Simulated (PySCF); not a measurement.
`C=C(F)/C(F)=C\B(C)C`, C₆H₉BF₂

Molfile (atoms numbered from 1):
```
C6H9BF2
     RDKit          3D

 18 17  0  0  0  0  0  0  0  0999 V2000
    3.1646   -0.5969   -0.1512 C   0  0  0  0  0  0  0  0  0  0  0  0
    1.8679   -0.2998   -0.0843 C   0  0  0  0  0  0  0  0  0  0  0  0
    0.9847   -0.8767   -0.9154 F   0  0  0  0  0  0  0  0  0  0  0  0
    1.2239    0.6401    0.8279 C   0  0  0  0  0  0  0  0  0  0  0  0
    2.0988    1.2753    1.6176 F   0  0  0  0  0  0  0  0  0  0  0  0
   -0.0895    0.8790    0.8738 C   0  0  0  0  0  0  0  0  0  0  0  0
   -1.1861    0.1883   -0.0141 B   0  0  0  0  0  0  0  0  0  0  0  0
   -1.7828   -1.1980    0.4175 C   0  0  0  0  0  0  0  0  0  0  0  0
   -1.7622    0.9643   -1.2529 C   0  0  0  0  0  0  0  0  0  0  0  0
    3.5332   -1.3153   -0.8837 H   0  0  0  0  0  0  0  0  0  0  0  0
    3.8572   -0.1142    0.5363 H   0  0  0  0  0  0  0  0  0  0  0  0
   -0.4044    1.6540    1.5844 H   0  0  0  0  0  0  0  0  0  0  0  0
   -1.0806   -1.8399    0.9683 H   0  0  0  0  0  0  0  0  0  0  0  0
   -2.6098   -0.9624    1.1165 H   0  0  0  0  0  0  0  0  0  0  0  0
   -2.2329   -1.7590   -0.4157 H   0  0  0  0  0  0  0  0  0  0  0  0
   -2.8041    0.7036   -1.4942 H   0  0  0  0  0  0  0  0  0  0  0  0
   -1.1493    0.6213   -2.1093 H   0  0  0  0  0  0  0  0  0  0  0  0
   -1.6466    2.0570   -1.2069 H   0  0  0  0  0  0  0  0  0  0  0  0
  1  2  2  0
  2  3  1  0
  2  4  1  0
  4  5  1  0
  4  6  2  0
  6  7  1  0
  7  8  1  0
  7  9  1  0
  1 10  1  0
  1 11  1  0
  6 12  1  0
  8 13  1  0
  8 14  1  0
  8 15  1  0
  9 16  1  0
  9 17  1  0
  9 18  1  0
M  END
```

Theory: PySCF, TDDFT CAM-B3LYP/aug-cc-pVDZ circular dichroism and optical rotation, one conformer, gas phase. Geometry: PBE0-D3(BJ)/def2-SVP.

No stereocentre is labelled: unless the shape is locked (an allene, a helicene, a hindered biaryl), the mirror image is equally populated and a measured rotation or CD is zero.

**Question.** Which excitations and rotatory strengths does the calculation give?

**Answer.** Rotatory strengths R in 10⁻⁴⁰ esu² cm², velocity form and length form (origin at the centre of mass); f in length form.
| state | E (eV) | λ (nm) | f | R (velocity) | R (length) | main |
| --- | --- | --- | --- | --- | --- | --- |
| 1 | 5.24 | 237 | 0.318 | -80.9 | -81.2 | HOMO→LUMO 0.69, HOMO→LUMO+3 0.14 |
| 2 | 5.70 | 217 | 0.306 | +78.2 | +78.7 | HOMO→LUMO+3 0.39, HOMO→LUMO 0.28 |
| 3 | 6.13 | 202 | 0.002 | +4.0 | +4.0 | HOMO→LUMO+1 0.67, HOMO→LUMO+2 0.12 |
| 4 | 6.58 | 189 | 0.033 | -0.3 | -0.2 | HOMO→LUMO+2 0.71, HOMO→LUMO+1 0.08 |
| 5 | 6.82 | 182 | 0.010 | +9.4 | +8.6 | HOMO−1→LUMO 0.32, HOMO−2→LUMO 0.22 |
| 6 | 6.84 | 181 | 0.002 | +1.9 | +2.6 | HOMO→LUMO+4 0.26, HOMO→LUMO+3 0.17 |
| 7 | 6.88 | 180 | 0.007 | +5.4 | +5.0 | HOMO−2→LUMO 0.31, HOMO−1→LUMO 0.30 |
| 8 | 7.06 | 176 | 0.015 | +31.3 | +32.0 | HOMO→LUMO+5 0.28, HOMO→LUMO+4 0.17 |
| 9 | 7.11 | 174 | 0.033 | -14.9 | -15.2 | HOMO→LUMO+5 0.21, HOMO−1→LUMO 0.16 |
| 10 | 7.19 | 172 | 0.004 | +3.1 | +3.1 | HOMO→LUMO+7 0.32, HOMO→LUMO+6 0.31 |
| 11 | 7.37 | 168 | 0.0006 | -0.7 | -0.9 | HOMO→LUMO+6 0.40, HOMO→LUMO+7 0.33 |
| 12 | 7.42 | 167 | 0.008 | -36.0 | -36.6 | HOMO−2→LUMO 0.30, HOMO−2→LUMO+3 0.27 |

Among the states computed, the strongest CD band (largest |R|) is state 1. The largest dissymmetry factor in size, g = 4R/(D+G), with D and G the electric and magnetic dipole strengths, is -0.049 for state 12 (velocity form, f = 0.008), among bands with |R| over 0.5. The mirror image has the same energies and oscillator strengths and all R with the opposite sign.
